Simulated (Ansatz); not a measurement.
Reaction (ligand exchange at the Si–Te bond): `O[Si](F)(Cl)[TeH]` + `O[SiH3]` → `O[Si](F)(Cl)O[SiH3]` + H₂Te

Computed with Ansatz on PBE0-D4/def2-TZVP structures; ΔE is electronic, products minus reactants. CCSD(T)/CBS is the MP2 limit (def2-TZVPP, def2-QZVPP) plus CCSD(T) − MP2 in def2-TZVPP, frozen cores. DFT in def2-TZVPP. B3LYP here is the variant with VWN-RPA as its local correlation; programs differ in this. def2 core potentials past Kr. For Te outer-core shells are correlated without core-valence functions, which leaves a few kJ/mol of doubt a bond. Each species was taken in one conformer, which may not be the lowest.

`O[Si](F)(Cl)[TeH]`:

Cartesian coordinates in Å:
```
O -0.456 -1.689 -0.249
Si -0.419 -0.069 -0.168
F -1.930 0.359 0.006
Cl 0.238 0.774 -1.905
Te 0.974 0.652 1.743
H 0.359 -2.150 -0.457
H 1.234 2.123 1.030
```

`O[SiH3]`:

```xyz
6

O     0.171   -0.746   -1.028
Si    0.059    0.322    0.222
H    -0.343   -1.552   -0.976
H    -1.335    0.813    0.402
H     0.950    1.452   -0.128
H     0.498   -0.289    1.507
```

`O[Si](F)(Cl)O[SiH3]`:

Cartesian coordinates in Å:
```
O 0.414 0.193 2.485
Si 0.266 -0.632 1.106
F -0.741 -1.838 1.286
Cl 2.081 -1.408 0.668
O -0.282 0.292 -0.087
Si -0.339 0.589 -1.705
H -0.314 0.749 2.768
H -0.930 1.935 -1.885
H 1.032 0.550 -2.268
H -1.187 -0.431 -2.368
```

H₂Te:

```xyz
3

Te    0.285   -0.048    0.722
H    -0.275    1.185   -0.231
H    -0.010   -1.136   -0.491
```

```
             level  ΔE (kcal/mol)  difference from CCSD(T)/CBS
            PBE-D4          -14.5                          4.6
         r2SCAN-D4          -18.9                          0.2
           PBE0-D4          -16.9                          2.2
          B3LYP-D4          -20.0                         -0.9
           ωB97X-V          -20.0                         -0.9
           ωB97M-V          -20.0                         -0.9
               PBE          -14.5                          4.6
            r2SCAN          -18.8                          0.3
              PBE0          -16.8                          2.3
             B3LYP          -20.2                         -1.1
     HF/def2-TZVPP          -26.8                         -7.7
    MP2/def2-TZVPP          -19.1                          0.0
   CCSD/def2-TZVPP          -22.5                         -3.4
     HF/def2-QZVPP          -27.2                         -8.1
SCS-MP2/def2-QZVPP          -19.9                         -0.8
     MP2/CBS(def2)          -16.9                          2.2
       CCSD(T)/CBS          -19.1                            0
```

Largest T1 diagnostic among the species: 0.011.

From PBE to PBE0 (25 % exact exchange), in def2-TZVPP and without D4, ΔE moves by −2.4 kcal/mol. In def2-TZVPP, CCSD(T) changes the Hartree–Fock value by +5.5 kcal/mol (the triples alone add +1.2 kcal/mol) and MP2 by +7.7 kcal/mol.
